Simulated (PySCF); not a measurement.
A geometry optimisation on Mo(CCH)4, `C#[C][Mo]([C]#C)([C]#C)[C]#C` [triplet].

Computed with PBE0-D3(BJ)/def2-SVP geometry optimisation, gas phase, def2 core potentials past Kr (PySCF 2.14.0). Start geometry: GFN2-xTB. The input is one job of a driver script: a line of settings, then coordinates in Å.

Input:
```
{"job": {"xc": "PBE0", "basis": "def2-SVP", "d3": "d3bj", "grid": 1, "maxiter": 40, "kind": "geom"}, "charge": 0, "multiplicity": 3}
Mo     0.004850    -0.002900    -0.003530
C      0.004390    -0.003100     2.018950
C     -0.000140    -0.003040     3.237190
H     -0.004650    -0.003710     4.293630
C      1.913050     0.001760    -0.677100
C      3.065120     0.006340    -1.073350
H      4.063490     0.011110    -1.418930
C     -0.952070     1.649270    -0.677270
C     -1.529530     2.641970    -1.084030
H     -2.029720     3.503310    -1.436270
C     -0.955110    -1.651040    -0.678990
C     -1.537450    -2.644640    -1.076440
H     -2.042230    -3.505330    -1.423870
```

Output:
```
step   0  E = -374.53492596  max force = 0.028896
step   1  E = -374.53783202  max force = 0.002875
step   2  E = -374.53794920  max force = 0.000512
step   3  E = -374.53795807  max force = 0.000130
optimisation converged
```

Energies in Eh; «max force» is the largest Cartesian gradient component in Eh/bohr.

Problem. How much energy does the optimisation release, in kcal/mol?

Solution. E(step 0) − E(last step) = 0.003032 Eh, which is 1.9 kcal/mol.

Problem. Give the first gradient maximum in eV/Å.

Solution. With 1 Eh/bohr = 51.422 eV/Å, 1.486 eV/Å.

Main results: final energy -374.53796 Eh after 3 steps; dipole 0.02 D.

Hardware: one thread, x86-64 server, no GPU, shared host. Cost: 1.7 min wall.
Labels such as C1 count atoms from 1, the log's own numbers from 0.

For an open-shell metal species like this, the optimisation's SCF solution wasn't tested for stability and no frequencies at its level were run, so a lower state or another shape may exist.
